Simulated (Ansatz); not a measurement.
Consider the formal hydrolysis of the Sn–O bond: `C[O][SnH2][O]C` + H₂O → `C[O][SnH2][OH]` + CH₃OH.

Gas-phase electronic energies from Ansatz, PBE0-D4/def2-TZVP geometries. CCSD(T)/CBS is the MP2 limit (def2-TZVPP, def2-QZVPP) plus CCSD(T) − MP2 in def2-TZVPP, frozen cores. This one scheme is used for every species. def2 core potentials past Kr. For Sn outer-core shells are correlated without core-valence functions, which leaves a few kJ/mol of doubt a bond. One conformer a species, not always the lowest.

| level | ΔE (kJ/mol) |
| --- | --- |
| CCSD/def2-TZVPP | 5.1 |
| CCSD(T)/def2-TZVPP | 7.2 |

Q: What does CCSD(T)/CBS give? (Best estimate.)

A: Ansatz gave: +8.9 kJ/mol. The listed levels differ from it by -3.8, -1.7 kJ/mol.

Largest T1 diagnostic among the species: 0.014.

The D4 term adds +6.9 kJ/mol with B3LYP and +4.1 kJ/mol with PBE0; it sums over pairs of atoms, weighted by their polarisabilities, and B3LYP, whose exchange is more repulsive, gets the larger term. In def2-TZVPP, CCSD(T) changes the Hartree–Fock value by +12.1 kJ/mol (the triples alone add +2.1 kJ/mol) and MP2 by +13.6 kJ/mol.

B3LYP here is the variant with VWN-RPA as its local correlation; programs differ in this.

CCSD(T)/CBS has its own doubt, a few kJ/mol and more with outer-core shells, so smaller differences from it don't rank the levels.
